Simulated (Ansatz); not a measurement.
`C[CH2][SnH2][F]` + HBr → `[F][SnH2][Br]` + `CC` at 400 K and 1 bar (ligand exchange at the Sn–C bond).

Isolated molecules relaxed with PBE0-D4/def2-TZVP in Ansatz; ΔE leaves out vibrations. CBS: MP2 limit from def2 TZ/QZ plus the TZ coupled-cluster correction, frozen cores. This one scheme is used for every species. def2 core potentials past Kr. For Br, Sn outer-core shells are correlated without core-valence functions, which leaves a few kJ/mol of doubt a bond. Scalar relativity is left out up to krypton. Each species was taken in one conformer, which may not be the lowest.

```tsv
species	CCSD(T)/CBS energy (Eh)	H − E (kJ/mol)	S (J/(mol·K))
`C[CH2][SnH2][F]`	-394.15776	243.6	385.7
HBr	-2573.91920	27.6	207.2
`[F][SnH2][Br]`	-2888.40380	66.4	342.9
`CC`	-79.71954	213.5	244.3
```

H − E and S are ideal-gas, rigid-rotor, harmonic terms from PBE0-D4/def2-TZVP, for one conformer and one mirror image of each species. 1 Eh = 2625.50 kJ/mol, R = 8.31446 J/(mol·K).

**Question.** By hand: ΔE, ΔH, ΔS and ΔG.

**Answer.** ΔE = (-2888.40380) + (-79.71954) − (-394.15776) − (-2573.91920) = -0.04638 Eh = -121.8 kJ/mol. Δ(H − E) = 66.4 + 213.5 − 243.6 − 27.6 = 8.7, so ΔH = -113.1 kJ/mol. ΔS = 342.9 + 244.3 − 385.7 − 207.2 = -5.7 J/(mol·K). ΔG = -113.1 − 400 × (-5.7)/1000 = -110.8 kJ/mol.

**Question.** By hand: the equilibrium constant, and the temperature at which ΔG would vanish if ΔH and ΔS stayed fixed.

**Answer.** log₁₀ K = −ΔG/(RT ln 10) = 14.5. ΔG = 0 at ΔH/ΔS = 19842 K, far beyond where these terms or the molecules hold.

The number of gas molecules stays the same, so ΔS is small and ΔH decides. A doubt of 5 kJ/mol in ΔE shifts log₁₀ K by 0.7 here. Other conformers and mirror images would add mixing entropy, several J/(mol·K) or more a flexible species. Modes under 60 cm⁻¹, often nearly free rotors, make the harmonic entropy too high. These are equilibria of isolated gas molecules and say nothing of rates. Largest T1 diagnostic: 0.012 (customary marks: 0.02 for closed shells, 0.045 for open ones).
